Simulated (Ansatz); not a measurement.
Ansatz (a first-principles code) input (BLYP/6-31G* with LANL2DZ past Ar): The .json file joins the Basis Set Exchange's 6-31G* for atoms up to Ar and LANL2DZ past it.

Ansatz 0.2 input:
```yaml
crystal:
  periodic: [false, false, false]
  atoms:
    - {symbol: C, position_ang: [-2.91855300, 0.06283300, 0.09884200]}
    - {symbol: C, position_ang: [-1.55568000, -0.45554600, 0.33550900]}
    - {symbol: O, position_ang: [-0.59782400, 0.39277500, -0.27855600]}
    - {symbol: Ge, position_ang: [1.14117500, 0.02724500, -0.05820200]}
    - {symbol: H, position_ang: [-3.05548800, 1.09370200, -0.19237200]}
    - {symbol: H, position_ang: [-3.78028300, -0.55203600, 0.31735300]}
    - {symbol: H, position_ang: [-1.47081900, -1.48558800, -0.04889600]}
    - {symbol: H, position_ang: [-1.35912100, -0.52715000, 1.42290400]}
    - {symbol: H, position_ang: [1.86787800, 1.12970700, -0.83384600]}
    - {symbol: H, position_ang: [1.47254100, 0.05914500, 1.44817700]}
    - {symbol: H, position_ang: [1.43567900, -1.37553000, -0.62852800]}
basis:
  gaussian:
    orbitals: 6-31Gs+LANL2DZ.json
hamiltonian:
  xc: {name: BLYP}
magnetization: {spin_polarized: true, initial_magnetization: 1}
output: {forces: true}
```

Output:

```
Functional definition: BLYP
integrals: 0.02 GiB planned
919 factors; their error is unknown
mean field: 0.19 GiB planned
mean field evaluation 1: about -4325.2580 eV, gradient 4.2e1 eV
mean field evaluation 2: about -4279.3131 eV, gradient 1.1e2 eV
mean field evaluation 4: about -4332.7252 eV, gradient 9.4e0 eV
mean field evaluation 8: about -4333.0740 eV, gradient 1.5e-1 eV
mean field evaluation 16: about -4333.0217 eV, gradient 1.0e-4 eV
mean field -4333.02171289 eV, -159.2356109212 hartree, gradient 2.8e-5 eV, S^2 0.753122; 0 other end points of the search recorded, 0 dependent functions left out
the calculation of the forces begins
reference -4333.02203684 eV, -159.2356228260 hartree; 16, 15 occupied and 51, 52 virtual orbitals, 919 factors
Total energy: -4333.02203684 eV, -159.2356228260 hartree
Atom 0 at    -2.918553     0.062833     0.098842 Å, force    -0.075445     0.015476    -0.081954 eV/Å
Atom 1 at    -1.555680    -0.455546     0.335509 Å, force    -0.070280    -0.081454     0.056690 eV/Å
Atom 2 at    -0.597824     0.392775    -0.278556 Å, force     0.151885     0.536720    -0.385308 eV/Å
Atom 3 at     1.141175     0.027245    -0.058202 Å, force    -0.239762     0.005701     0.004792 eV/Å
Atom 4 at    -3.055488     1.093702    -0.192372 Å, force    -0.075641     0.377173    -0.089800 eV/Å
Atom 5 at    -3.780283    -0.552036     0.317353 Å, force    -0.329061    -0.208757     0.073573 eV/Å
Atom 6 at    -1.470819    -1.485588    -0.048896 Å, force     0.009176    -0.433751    -0.085506 eV/Å
Atom 7 at    -1.359121    -0.527150     1.422904 Å, force     0.069006    -0.091354     0.435386 eV/Å
Atom 8 at     1.867878     1.129707    -0.833846 Å, force     0.164436     0.155891    -0.111179 eV/Å
Atom 9 at     1.472541     0.059145     1.448177 Å, force     0.201823    -0.030472     0.249533 eV/Å
Atom 10 at     1.435679    -1.375530    -0.628528 Å, force     0.193861    -0.245173    -0.066227 eV/Å
Dipole moment:     0.129381    -0.183698     0.145475 e Å
```

The geometry given is a B3LYP-D3(BJ)/def2-TZVP minimum.
